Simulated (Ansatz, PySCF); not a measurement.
Spin states of Br4Mo (SMILES [Br][Mo]([Br])([Br])[Br]), each relaxed with B3LYP-D3(BJ)/def2-TZVP.
State 1 (charge 0, multiplicity 3):
```xyz
5

Mo    -0.011     0.006    -0.011
Br     1.842    -0.558    -1.416
Br     0.761     0.354     2.225
Br    -1.043     2.006    -0.819
Br    -1.603    -1.779    -0.037
```
State 2 (charge 0, multiplicity 1):
| atom | x (Å) | y (Å) | z (Å) |
|---|---|---|---|
| Mo | -0.0086 | 0.0065 | -0.0118 |
| Br | 1.7850 | -0.6546 | -1.4390 |
| Br | 0.7153 | 0.4574 | 2.2163 |
| Br | -1.0170 | 2.0499 | -0.7182 |
| Br | -1.5286 | -1.8295 | -0.1045 |

Singlets are restricted, other states unrestricted; no spin–orbit coupling, no relativity up to Kr; see below for the cores. The largest T1 diagnostic is 0.018.

The values were computed with Ansatz (a program for electronic structure); PySCF for the dispersion terms.  In def2 rows elements past Kr take small-core potentials, without spin–orbit coupling.

What is the computed energy of the multiplicity-1 state less that of the multiplicity-3 state (SVWN5/def2-TZVPP)?

77 kJ/mol

Predict the energy of the multiplicity-1 state less that of the multiplicity-3 state from r2SCAN-D3(BJ)/def2-TZVPP.

116 kJ/mol

Predict the energy of the multiplicity-1 state less that of the multiplicity-3 state from PBE0-D4/def2-TZVPP.

108 kJ/mol
